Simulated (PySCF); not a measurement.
**Two-component Hartree-Fock for Pb(65+) (lead, charge +65)**

Start: [Ne] 3s2 3p5; 3p1/2 filled at m_j = -1/2, +1/2; 3p3/2 filled at m_j = -1/2, +1/2, +3/2. Calculated with PySCF 2.14 in an even-tempered Gaussian basis (17 s from 22 bohr⁻², ratio 2.4; 14 p from 29 bohr⁻², ratio 2.4; 4 d from 100 bohr⁻², ratio 2.6; 4 f from 150 bohr⁻², ratio 2.6): generalised Hartree-Fock with the X2C-1e Hamiltonian and a Gaussian nucleus; one run each with spin-orbit coupling (SO) switched off, then screened by Boettger's factors.

```csv
spinor shell,electrons,"ε, spin-free (eV)","ε, screened SO (eV)",weight of nominal j (screened SO),"rms radius, screened SO (bohr)"
1s1/2,2,-93832.3,-93790.5,1.000,0.0181
2s1/2,2,-21123.3,-21109.1,1.000,0.0722
2p1/2,2,-18886.8,-20501.1,1.000,0.0609
2p3/2,4,-18886.8,-18261.7,1.000,0.0689
3s1/2,2,-8336.8,-8332.1,1.000,0.175
3p1/2,2,-7675.5,-8093.3,1.000,0.165
3p3/2,3,-7675.5,-7509.4,1.000,0.179
```

```csv
quantity,spin-free,screened SO
E (hartree),-16032.88010,-16075.47981
M_J,3/2,3/2
⟨J²⟩,3.750,3.750
⟨L²⟩,2.000,2.073
⟨S²⟩,0.750,0.823
```

Each row is a mean over spinors that exchange with the open shell spreads, by up to 32.056 eV (3s1/2).

Breit and QED terms are absent; they matter most for the inner s and p1/2 levels.

Densities and radii are taken from the X2C orbitals without a picture-change correction, which distorts them close to the nucleus.

Without spin-orbit coupling the j labels of p, d and f shells carry no meaning; the spin-free column gives the mean over the occupied spinors of each nl shell.
